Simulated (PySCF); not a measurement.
## Electron correlation in Zn²⁺ (zinc, charge +2)

[Ar] 3d10, closed-shell 1S. All numbers are calculated (PySCF 2.14, scalar relativity by spin-free X2C-1e, in ANO-RCC-VTZP (6s5p3d2f1g, 59 functions)). Frozen: [Ne]; 18 electrons correlated.

```csv
level,correlation energy (mhartree)
CCSD,-671.25
(T),-12.08
CCSD(T),-683.33
```

Diagnostics: T1 = 0.0092, D1 = 0.0170, largest double amplitude 0.020.

Problem. Is a single reference adequate?

Solution. Yes: T1 lies below 0.03 and no double amplitude reaches 0.07.
